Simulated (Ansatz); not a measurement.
FH2SeSn, SMILES `[F][SnH][SeH]` radical. Charge 0, multiplicity 2. Sn takes the def2 core potential.

Q: List the harmonic frequencies (cm⁻¹, unscaled) at PBE0-D4/def2-TZVP in Ansatz. (Estimate.)

A: Ansatz gave: 77, 152, 235, 436, 503, 591, 612, 1772, 2443.

Q: Is this a minimum?

A: Yes, all 9 modes are real.

Q: Give the ideal-gas thermochemistry at 298.15 K and 1 bar (rigid rotor, harmonic oscillator; point group C1, symmetry number 1).

A: Zero-point energy 40.8 kJ/mol; H(298) − E = 57.9 kJ/mol; entropy 342.0 J/(mol·K), of which translation 176.0, rotation 114.9, vibration 45.3, electronic 5.8; G(298) − E = -44.1 kJ/mol. Modes under 100 cm⁻¹ are hindered rotations or soft bends, so the harmonic entropy is rough.
